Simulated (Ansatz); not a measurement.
`N[Si]1([SiH3])CC1` + PH₃ → `[SiH3][Si]1(P)CC1` + NH₃ at 500 K and 1 bar (ligand exchange at the Si–N bond).

Isolated molecules relaxed with PBE0-D4/def2-TZVP in Ansatz; ΔE leaves out vibrations. CCSD(T)/CBS is the MP2 limit (def2-TZVPP, def2-QZVPP) plus CCSD(T) − MP2 in def2-TZVPP, frozen cores. This one scheme is used for every species. One conformer a species, not always the lowest.

```json
{"species": "`N[Si]1([SiH3])CC1`", "CCSD(T)/CBS energy (Eh)": "-714.37172", "H − E (kJ/mol)": "333.8", "S (J/(mol·K))": "462.8"}
{"species": "PH₃", "CCSD(T)/CBS energy (Eh)": "-342.72256", "H − E (kJ/mol)": "81.5", "S (J/(mol·K))": "231.4"}
{"species": "`[SiH3][Si]1(P)CC1`", "CCSD(T)/CBS energy (Eh)": "-1000.58136", "H − E (kJ/mol)": "315.6", "S (J/(mol·K))": "477.8"}
{"species": "NH₃", "CCSD(T)/CBS energy (Eh)": "-56.50880", "H − E (kJ/mol)": "108.2", "S (J/(mol·K))": "211.8"}
```

H − E and S are ideal-gas, rigid-rotor, harmonic terms from PBE0-D4/def2-TZVP, for one conformer and one mirror image of each species. 1 Eh = 2625.50 kJ/mol, R = 8.31446 J/(mol·K).

Problem. By hand: ΔE, ΔH, ΔS and ΔG.

Solution. ΔE = (-1000.58136) + (-56.50880) − (-714.37172) − (-342.72256) = 0.00412 Eh = 10.8 kJ/mol. Δ(H − E) = 315.6 + 108.2 − 333.8 − 81.5 = 8.5, so ΔH = 19.3 kJ/mol. ΔS = 477.8 + 211.8 − 462.8 − 231.4 = -4.6 J/(mol·K). ΔG = 19.3 − 500 × (-4.6)/1000 = 21.6 kJ/mol.

Problem. By hand: the equilibrium constant, and the temperature at which ΔG would vanish if ΔH and ΔS stayed fixed.

Solution. log₁₀ K = −ΔG/(RT ln 10) = -2.3. ΔH and −TΔS have one sign here, so there is no such temperature. One of them is within its doubt of zero, so this could turn.

The number of gas molecules stays the same, so ΔS is small and ΔH decides. A doubt of 5 kJ/mol in ΔE shifts log₁₀ K by 0.5 here. Other conformers and mirror images would add mixing entropy, several J/(mol·K) or more a flexible species. These are equilibria of isolated gas molecules and say nothing of rates. Largest T1 diagnostic: 0.013 (customary marks: 0.02 for closed shells, 0.045 for open ones).
